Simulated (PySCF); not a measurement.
An EPR job on `N[Si@H]1C=[C]C=C1` [radical].

Method: UKS B3LYP, pcH-1 on C H N Si, non-relativistic, mean-field spin-orbit, GIAO (PySCF 2.14.0). Geometry: GFN2-xTB. A driver script takes a list of jobs; this job's settings line and coordinates (Å) are shown.

Command:
```bash
OMP_NUM_THREADS=1 python probes_run.py task.json out
```

Input:
```
{"job": {"kind": "epr", "basis": "pcH-1"}, "charge": 0, "multiplicity": 2}
N      2.019539     0.093015     0.660431
Si     0.665996    -0.496011    -0.230919
C     -0.764045    -0.978958     0.980937
C     -1.817114    -0.302146     0.605844
C     -1.738291     0.622569    -0.498529
C     -0.534224     0.696201    -1.088513
H      1.854556     0.718917     1.432840
H      2.837934     0.385250     0.151549
H      1.139505    -1.584855    -1.080153
H     -0.701554    -1.695740     1.776331
H     -2.603104     1.195802    -0.801901
H     -0.358000     1.345269    -1.933944
```

Problem. Give the output.

Solution. 
```
UKS, coarse grid
  cycle   1  E = -500.13642911  |g| = 4.21e-01
  cycle   2  E = -500.09025933  |g| = 5.34e-01
  cycle   3  E = -500.21474909  |g| = 7.37e-02
  cycle   4  E = -500.21665891  |g| = 4.10e-02
  cycle   5  E = -500.21757253  |g| = 1.49e-02
  cycle   6  E = -500.21769545  |g| = 5.73e-03
  cycle   7  E = -500.21772961  |g| = 2.02e-03
  cycle   8  E = -500.21774302  |g| = 1.24e-03
  cycle   9  E = -500.21774862  |g| = 1.10e-03
  cycle  10  E = -500.21775155  |g| = 5.45e-04
UKS, final grid
  cycle   1  E = -500.21775570  |g| = 7.66e-04
  cycle   2  E = -500.21775522  |g| = 1.43e-03
  cycle   3  E = -500.21775635  |g| = 1.98e-04
  cycle   4  E = -500.21775648  |g| = 1.64e-04
  cycle   5  E = -500.21775665  |g| = 1.02e-04
  cycle   6  E = -500.21775666  |g| = 2.64e-05
  cycle   7  E = -500.21775666  |g| = 1.14e-05
E = -500.21775666 Eh   <S^2> = 0.7600 (exact 0.7500)
g shifts (ppm)      1          2          3
  rmc          -165       -165       -165
  gc             18         -4        -17
  oz_so        -619        -22         78
  total        -766       -192       -103
hyperfine (MHz)  atom isotope    a_iso     a_fc   dipolar eigenvalues
    0   14N       3.99       3.99     -0.38     -0.35      0.72
    1  29Si    -123.34    -123.49    -24.53     12.08     12.45
    2   13C      -9.44      -9.42    -22.72     -0.14     22.85
    3   13C     362.89     363.02    -75.63    -56.09    131.72
    4   13C      45.20      45.22    -10.86     -4.47     15.33
    5   13C      29.17      29.20     -4.94      0.74      4.20
    6    1H       0.21       0.21     -1.58     -0.62      2.21
    7    1H      10.66      10.66     -1.11     -0.73      1.85
    8    1H       8.31       8.31     -1.82     -1.12      2.94
    9    1H      81.46      81.46     -7.22     -5.20     12.42
   10    1H      21.09      21.10     -6.82     -5.29     12.11
   11    1H       5.15       5.15     -2.93     -2.16      5.09
```

rmc, gc and oz_so are the mass-correction, gauge-correction and orbital-Zeeman/spin–orbit parts of the g shift along its three principal axes; a_iso is the isotropic hyperfine coupling and a_fc its Fermi-contact part. The program numbers atoms from 0.

Problem. How far is ⟨S²⟩ from the pure-spin value?

Solution. S = 0.5 gives S(S+1) = 0.75; the run has 0.7600, 0.0100 more.

Problem. Get g_iso from the total shifts.

Solution. Their mean is -354 ppm; added to g_e = 2.002319 it gives 2.00197.

In short: ⟨S²⟩ 0.760; g_iso 2.0020.

One conformer (not necessarily the lowest) at the GFN2-xTB geometry, without solvent, vibrations or thermal averaging.

Problem. How long does this job take on one thread, Arm Neoverse V2 (aarch64), no GPU, on a shared host? And the peak memory of the process?

Solution. About 35 s (density and orbital grids were written too), with 0.85 GiB resident at the peak, the Python interpreter and its libraries included.
Labels such as C1 count atoms from 1, the log's own numbers from 0.
